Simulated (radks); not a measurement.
As I, 33 electrons, occupied as [Ar] 3d10 4s2 4p2 6s1 (not the ground configuration).

Method: Dirac Kohn-Sham, PBE, spin-unpolarised, spherical densities, point nucleus; open shells are shared between the two j in proportion to 2j + 1; computed with a radial shooting solver on a logarithmic mesh with Libxc functionals.

Energy parts (eV):
part                       energy
total                  -61515.500
kinetic                 62904.040
electron-nucleus      -148265.119
Hartree                 26117.242
exchange-correlation    -2271.662

Orbitals (lengths in bohr, moments of r in powers of bohr; <r^-3> diverges for s and p1/2; r(max) is where P^2 peaks):
orbital,occ.,eigenvalue (eV),<r^4>,<r^-3>,r(max)
1s1/2,2,-11723.22,0.00001999,-,0.02973
2s1/2,2,-1493.435,0.004068,-,0.1701
2p1/2,2,-1335.033,0.002836,-,0.1342
2p3/2,4,-1298.469,0.003041,1064,0.1373
3s1/2,2,-197.5258,0.2732,-,0.5218
3p1/2,2,-144.3118,0.3298,-,0.5154
3p3/2,4,-139.2887,0.3533,147.4,0.5239
3d3/2,4,-48.3398,0.7729,17.29,0.4753
3d5/2,6,-47.6105,0.7956,16.77,0.4781
4s1/2,2,-20.8953,26.14,-,1.596
4p1/2,0.666667,-11.1326,64.33,-,1.883
4p3/2,1.33333,-10.8006,68.68,9.799,1.915
6s1/2,1,-1.0103,48100,-,12.93

The highest occupied level is 6s1/2 at -1.010 eV. The density falls to 0.001 e/bohr^3 at r = 4.06 bohr. Summed over all electrons, <r^2> = 219.6 bohr^2, which gives a Langevin (diamagnetic) susceptibility term of -174 x 10^-6 cm^3/mol.
